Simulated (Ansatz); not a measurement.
A nudged elastic band was laid between two geometries of a periodic cell of 57 atoms, AlSi36H17Cl3 (surface Si(111), H-covered but for one site, underside capped with H, adsorbate AlCl3).

Theory: DFT PBE, scalar-relativistic, plane waves, PAW (Ansatz 0.2.0). Settings: PAW set soft_1, cutoff 420 eV, k mesh 1x1x1, gaussian smearing 0.02 eV, spin collinear.

```
movable images  : 5
climbing image  : yes
spring          : 5.0 eV/Å²
optimiser       : quadratic models (default)
start path      : IDPP
force threshold : 0.05 eV/Å
iteration limit : 23
end points      : relaxed
atoms held      : 1 to 18
```

Image 0:

```xyz
57
Lattice="11.5188 0.0000 0.0000 5.7594 9.9755 0.0000 0.0000 0.0000 19.8688" Properties=species:S:1:pos:R:3
H 1.920 1.108 1.000
H 5.759 1.108 1.000
H 9.599 1.108 1.000
H 3.840 4.434 1.000
H 7.679 4.434 1.000
H 11.519 4.434 1.000
H 5.759 7.759 1.000
H 9.599 7.759 1.000
H 13.439 7.759 1.000
Si 1.920 1.108 2.500
Si 5.759 1.108 2.500
Si 9.599 1.108 2.500
Si 3.840 4.434 2.500
Si 7.679 4.434 2.500
Si 11.519 4.434 2.500
Si 5.759 7.759 2.500
Si 9.599 7.759 2.500
Si 13.439 7.759 2.500
Si -0.010 2.220 3.299
Si 3.831 2.222 3.266
Si 7.671 2.222 3.266
Si 1.909 5.549 3.262
Si 5.751 5.547 3.266
Si 9.592 5.548 3.264
Si 3.832 8.874 3.298
Si 7.668 8.874 3.298
Si 11.510 8.870 3.264
Si 0.018 2.157 5.654
Si 3.852 2.206 5.607
Si 7.699 2.204 5.607
Si 1.936 5.531 5.600
Si 5.774 5.535 5.606
Si 9.611 5.533 5.603
Si 3.899 8.879 5.653
Si 7.650 8.882 5.653
Si 11.532 8.860 5.603
Si -0.006 0.003 6.616
Si 3.835 -0.001 6.390
Si 7.682 -0.005 6.389
Si 1.917 3.325 6.388
Si 5.762 3.323 6.377
Si 9.604 3.324 6.389
Si 3.837 6.652 6.387
Si 7.677 6.654 6.389
Si 11.520 6.649 6.376
H 3.879 0.027 7.886
H 7.637 0.023 7.885
H 1.963 3.352 7.884
H 5.760 3.324 7.878
H 9.557 3.350 7.886
H 3.838 6.598 7.883
H 7.675 6.602 7.885
H 11.519 6.650 7.876
Al 11.516 -0.002 9.159
Cl 9.732 -1.030 9.782
Cl 13.302 -1.029 9.776
Cl 11.519 2.055 9.785
```

Image 6:

Only the atoms that move by more than 0.05 Å are listed.
```
Cl55 11.499 -2.069 9.734
Cl56 13.310 1.014 9.739
Cl57 9.740 1.043 9.737
```

(1) What changes between the two ends?

(2) Give the energies along the band, and the barrier.

(3) What is the geometry of the highest image?

The band took 4 iterations and roughly 12 core-minutes.

Results:

(1) The atom that moves furthest is Cl55, by 2.05 Å; four of its nearest neighbours are Al54 2.15, H47 3.02, H51 3.02, Cl57 3.57 Å at the first end and Al54 2.15, H51 2.98, H52 3.00, Cl57 3.57 Å at the last.

(2) It converged. The highest image is number 3 of 0 to 6, 0.054 eV above the first end and 0.091 eV above the last; the last end lies 0.037 eV below the first. The order of the point at the top wasn't checked. Limits of this set-up: coarse k mesh, thin slab, slab without dipole correction, no dispersion correction for a molecule that may bind weakly, a typed lattice constant that wasn't relaxed here.

| image | path coordinate (Å) | energy (eV) |
| --- | --- | --- |
| 0 | 0.00 | 0.000 |
| 1 | 0.60 | 0.015 |
| 2 | 1.21 | 0.043 |
| 3 | 1.81 | 0.054 |
| 4 | 2.45 | 0.031 |
| 5 | 3.09 | -0.013 |
| 6 | 3.72 | -0.037 |

(3) 
```xyz
57
Lattice="11.5188 0.0000 0.0000 5.7594 9.9755 0.0000 0.0000 0.0000 19.8688" Properties=species:S:1:pos:R:3:forces:R:3
H 1.920 1.108 1.000 0.00 0.00 -0.03
H 5.759 1.108 1.000 0.00 0.01 -0.04
H 9.599 1.108 1.000 0.01 0.00 -0.03
H 3.840 4.434 1.000 0.01 0.01 -0.04
H 7.679 4.434 1.000 0.00 0.00 -0.04
H 11.519 4.434 1.000 -0.01 -0.03 -0.05
H 5.759 7.759 1.000 0.01 0.01 -0.03
H 9.599 7.759 1.000 -0.01 0.02 -0.05
H 13.439 7.759 1.000 0.04 0.00 -0.05
Si 1.920 1.108 2.500 -0.08 -0.04 0.11
Si 5.759 1.108 2.500 -0.01 0.00 -0.01
Si 9.599 1.108 2.500 0.07 -0.05 0.10
Si 3.840 4.434 2.500 -0.01 -0.01 -0.01
Si 7.679 4.434 2.500 -0.02 -0.01 0.00
Si 11.519 4.434 2.500 -0.01 -0.11 0.04
Si 5.759 7.759 2.500 -0.01 0.08 0.10
Si 9.599 7.759 2.500 -0.08 0.07 0.02
Si 13.439 7.759 2.500 0.09 0.03 0.03
Si -0.011 2.208 3.303 0.00 0.00 0.00
Si 3.830 2.213 3.269 0.01 0.00 0.00
Si 7.670 2.211 3.269 0.00 0.00 0.00
Si 1.907 5.537 3.261 -0.01 0.00 0.00
Si 5.750 5.539 3.270 0.01 0.00 0.00
Si 9.590 5.541 3.260 0.01 0.00 0.00
Si 3.832 8.864 3.300 0.01 0.01 0.00
Si 7.666 8.864 3.301 0.00 0.00 0.00
Si 11.512 8.860 3.258 0.00 0.00 0.00
Si 0.010 2.167 5.661 0.00 0.00 0.00
Si 3.854 2.222 5.612 0.00 0.00 0.00
Si 7.699 2.223 5.611 0.00 0.00 0.00
Si 1.930 5.537 5.598 0.00 0.00 0.00
Si 5.774 5.556 5.613 0.00 0.00 0.00
Si 9.609 5.559 5.595 0.00 0.00 0.00
Si 3.904 8.893 5.655 0.00 0.00 0.01
Si 7.653 8.911 5.657 0.00 0.00 0.00
Si 11.546 8.875 5.592 0.00 0.00 0.00
Si -0.007 -0.007 6.642 0.01 0.01 0.01
Si 3.853 -0.005 6.377 0.00 0.00 0.00
Si 7.692 -0.006 6.387 0.00 0.00 0.00
Si 1.910 3.314 6.392 0.00 0.00 0.00
Si 5.762 3.328 6.382 0.00 0.00 0.00
Si 9.600 3.339 6.380 0.00 0.00 0.00
Si 3.827 6.646 6.382 0.00 0.00 0.00
Si 7.679 6.666 6.391 0.00 0.01 0.00
Si 11.520 6.652 6.369 0.00 0.00 0.00
H 3.925 0.010 7.869 0.00 0.00 0.00
H 7.649 0.007 7.886 0.00 0.00 0.00
H 1.943 3.340 7.891 0.00 0.00 0.00
H 5.759 3.325 7.882 0.00 0.00 0.00
H 9.543 3.392 7.872 0.00 0.00 0.00
H 3.812 6.588 7.876 0.00 -0.01 -0.01
H 7.682 6.624 7.890 0.00 0.00 0.00
H 11.516 6.652 7.869 0.00 0.00 0.00
Al 11.521 0.005 9.201 0.01 0.02 -0.04
Cl 10.475 -1.741 9.874 -0.01 -0.03 -0.01
Cl 13.578 -0.014 9.816 0.00 0.00 0.02
Cl 10.535 1.809 9.819 -0.01 0.00 0.02
```

The run took 4.3 min on 4 threads of Arm Neoverse V2 (shared host), peak memory 5.6 GiB.
